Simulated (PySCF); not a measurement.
# Spinor energies of Os³⁺ (osmium, charge +3)

Start: [Xe] 4f14 5d5; 5d5/2 filled at m_j = -3/2, -1/2, +1/2, +3/2, +5/2. Calculated with PySCF 2.14 in x2c-SVPall-2c with one added diffuse shell each of s, d type (8s9p10d2f, 99 functions): generalised Hartree-Fock with the X2C-1e Hamiltonian and a Gaussian nucleus; one run each with spin-orbit coupling (SO) switched off, then screened by Boettger's factors. This is a chosen level, not necessarily the ground level.

```tsv
spinor shell	electrons	ε, spin-free (eV)	ε, screened SO (eV)	weight of nominal j (screened SO)	rms radius, screened SO (bohr)
1s1/2	2	-74306.4	-74281.7	1.000	0.0201
2s1/2	2	-13113.2	-13105.5	1.000	0.0809
2p1/2	2	-11429.8	-12527.3	1.000	0.0687
2p3/2	4	-11429.8	-10990.1	1.000	0.0764
3s1/2	2	-3140.7	-3138.1	1.000	0.207
3p1/2	2	-2638.1	-2880.0	1.000	0.198
3p3/2	4	-2638.1	-2539.2	1.000	0.214
3d3/2	4	-2068.8	-2110.8	1.000	0.189
3d5/2	6	-2068.8	-2038.3	1.000	0.192
4s1/2	2	-721.71	-720.86	1.000	0.459
4p1/2	2	-553.94	-611.25	1.000	0.466
4p3/2	4	-553.94	-530.26	1.000	0.499
4d3/2	4	-341.19	-349.84	0.999	0.520
4d5/2	6	-341.19	-334.51	0.999	0.531
5s1/2	2	-138.71	-138.53	1.000	1.08
5p1/2	2	-92.600	-103.19	0.911	1.23
4f5/2	6	-102.45	-103.73	0.977	0.609
4f7/2	8	-102.45	-100.76	0.983	0.610
5p3/2	4	-92.600	-87.875	0.955	1.26
5d5/2	5	-43.116	-43.046	0.491	1.71
```

| quantity | spin-free | screened SO |
| --- | --- | --- |
| E (hartree) | -17238.45001 | -17260.92576 |
| M_J | 5/2 | 5/2 |
| ⟨J²⟩ | 8.752 | 8.753 |
| ⟨L²⟩ | 0.000 | 0.311 |
| ⟨S²⟩ | 8.752 | 8.399 |

Each row is a mean over spinors that exchange with the open shell spreads, by up to 9.603 eV (5p3/2).

Rows whose weight is well below 1 are mixtures of j = l ± 1/2: exchange outweighs spin-orbit coupling there, and the label is only the starting occupation.

Breit and QED terms are absent; they matter most for the inner s and p1/2 levels.

Densities and radii are taken from the X2C orbitals without a picture-change correction, which distorts them close to the nucleus.

Without spin-orbit coupling the j labels of p, d and f shells carry no meaning; the spin-free column gives the mean over the occupied spinors of each nl shell.
